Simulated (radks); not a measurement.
The numbers below are computed, except where a source is named.
Q: The nickel ion Ni15+, 13 electrons, occupied as [Ne] 3s2 3p1 (the NIST ground configuration). Level of theory: non-relativistic Kohn-Sham, PBE, spin-polarised, spherical densities, point nucleus; open shells are filled with parallel spins first (a radial shooting solver on a logarithmic mesh with Libxc functionals). Some entries of the table are withheld. Estimate them.

orbital,occ.,eigenvalue (eV),r(max) (bohr)
1s up,1,-8637.986,0.03614
1s down,1,-8637.104,0.03614
2s up,1,-1458.960,0.2066
2s down,1,-1458.154,0.2066
2p up,3,-1340.810,0.1651
2p down,3,-1339.714,0.1651
3s up,1,(1),0.5885
3s down,1,(2),0.5884
3p up,1,-477.7426,0.5728
3p down,0,-473.2858,0.5725

A: 
(1) 3s up eigenvalue (eV): -515.5285
(2) 3s down eigenvalue (eV): -510.9845
